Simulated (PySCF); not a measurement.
Excitation energy of Ni by level of theory

Ni [Ar] 3d8 4s2 (3F) → Ni [Ar] 3d8 4s1 4p1 (high-spin determinant), as a difference of total energies. Computed with PySCF 2.14 in aug-cc-pVTZ with one added diffuse shell each of s, p, d, f, g type (9s8p6d4f3g, 118 functions), with the non-relativistic Hamiltonian (point nucleus). Correlated levels: valence: [Ar] frozen. The calculations carry no spin-orbit coupling.

```tsv
method	excitation energy (cm⁻¹)
UHF	16251
LDA	28812
PBE	26993
PBE0	24927
r2SCAN	24441
M06	33070
r2SCANh	24085
B3LYP	27999
MP2 (valence)	24541
SCS-MP2 (valence)	26188
```

A first-order spin-orbit estimate (lowest level to lowest level, LS coupling) adds 0.018 eV.

The determinant of the upper state mixes LS terms, which raises its energy above the lowest term, most at the Hartree-Fock and MP2 levels.
